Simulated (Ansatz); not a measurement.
Frontier orbitals of `COB(Br)OC`.

```xyz
12

C    -0.118    1.846    1.132
O    -0.520    1.566   -0.200
B    -0.352    0.334   -0.709
Br   -0.936    0.060   -2.539
O     0.195   -0.657    0.020
C     0.402   -1.975   -0.449
H    -0.352    2.892    1.326
H    -0.654    1.214    1.843
H     0.955    1.684    1.257
H     0.864   -2.537    0.362
H     1.063   -1.981   -1.319
H    -0.545   -2.444   -0.724
```

Charge 0, multiplicity 1. Correlated methods include outer-core shells of Br, which these sets cover unevenly. Scalar relativity is left out up to krypton. The geometry is a stationary point of PBE0-D4/def2-TZVP. It is one conformer, not always the lowest. Basis def2-TZVPP, Ansatz.

| functional | HOMO (eV) | LUMO (eV) | gap (eV) |
| --- | --- | --- | --- |
| PBE | -6.87 | -0.22 | 6.65 |
| B97M-V | -7.31 | 0.19 | 7.50 |
| PBE0 | -8.21 | 0.76 | 8.97 |
| LC-ωPBE | -10.98 | 2.85 | 13.83 |
| ωB97M-V | -10.47 | 2.16 | 12.63 |

Task: What is the vertical ionisation energy at frozen-core CCSD(T)/def2-TZVPP? (Best estimate.)

Result: The calculation gave: 10.65 eV (T1 of the cation 0.014).

Against PBE, PBE0 changes HOMO and LUMO by −1.33 and +0.98 eV, ωB97M-V by −3.60 and +2.38 eV. A gap of 6.65 eV thus becomes 12.63 eV for the same molecule, so an orbital gap means little without its functional. A positive LUMO is unbound and depends on the basis. −ε(HOMO) differs from that ionisation energy by −3.78 eV with PBE and −0.18 eV with ωB97M-V.

LC-ωPBE has ω = 0.4 bohr⁻¹.
